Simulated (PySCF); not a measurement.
**Correlation energy of Xe²⁺ (xenon, charge +2)**

[Kr] 4d10 5s2 5p4, high-spin 3P determinant. Computed with PySCF 2.14 in x2c-TZVPPall with one added diffuse shell each of s, p, d, f type (9s7p5d3f, 76 functions), with the spin-free X2C one-electron Hamiltonian (Gaussian nucleus). Frozen: [Ar] 3d10; 24 electrons correlated.

```json
{"level": "CCSD", "correlation energy (mhartree)": "-556.29"}
{"level": "(T)", "correlation energy (mhartree)": "-7.99"}
{"level": "CCSD(T)", "correlation energy (mhartree)": "-564.28"}
```

Diagnostics: T1 = 0.0050, D1 = 0.0270, largest double amplitude 0.031.

Cost of the coupled-cluster step: about 18 core-seconds, for 24 correlated electrons.

Iterations:

```
CC2 = 0
CCSD nocc = (np.int64(13), np.int64(11)), nmo = (62, 62)
frozen orbitals [[0, 1, 2, 3, 4, 5, 6, 7, 8, 9, 10, 11, 12, 13], [0, 1, 2, 3, 4, 5, 6, 7, 8, 9, 10, 11, 12, 13]]
max_cycle = 100
direct = 0
conv_tol = 1e-08
conv_tol_normt = 1e-06
diis_space = 8
diis_start_cycle = 0
Init t2, MP2 energy = -0.588061241036808
Init E_corr(UCCSD) = -0.588061241055122
cycle = 1  E_corr(UCCSD) = -0.545428005410226  dE = 0.0426332356  norm(t1,t2) = 0.0494644
cycle = 2  E_corr(UCCSD) = -0.556358289658491  dE = -0.0109302842  norm(t1,t2) = 0.0113206
cycle = 3  E_corr(UCCSD) = -0.555735066631209  dE = 0.000623223027  norm(t1,t2) = 0.00381203
cycle = 4  E_corr(UCCSD) = -0.556320352555286  dE = -0.000585285924  norm(t1,t2) = 0.00109694
cycle = 5  E_corr(UCCSD) = -0.556295962897189  dE = 2.43896581e-05  norm(t1,t2) = 0.000155358
cycle = 6  E_corr(UCCSD) = -0.556291463378493  dE = 4.4995187e-06  norm(t1,t2) = 2.79644e-05
cycle = 7  E_corr(UCCSD) = -0.556293157319157  dE = -1.69394066e-06  norm(t1,t2) = 7.76908e-06
cycle = 8  E_corr(UCCSD) = -0.556293183048981  dE = -2.5729824e-08  norm(t1,t2) = 1.1398e-06
cycle = 9  E_corr(UCCSD) = -0.556293120410292  dE = 6.26386891e-08  norm(t1,t2) = 2.451e-07
cycle = 10  E_corr(UCCSD) = -0.556293122343615  dE = -1.93332306e-09  norm(t1,t2) = 5.35507e-08
UCCSD converged
E(UCCSD) = -7442.861228642293  E_corr = -0.5562931223436154
UCCSD(T) correction = -0.00799240599242965
```

This basis was not built for core-valence correlation, so the inner-shell part is incomplete.
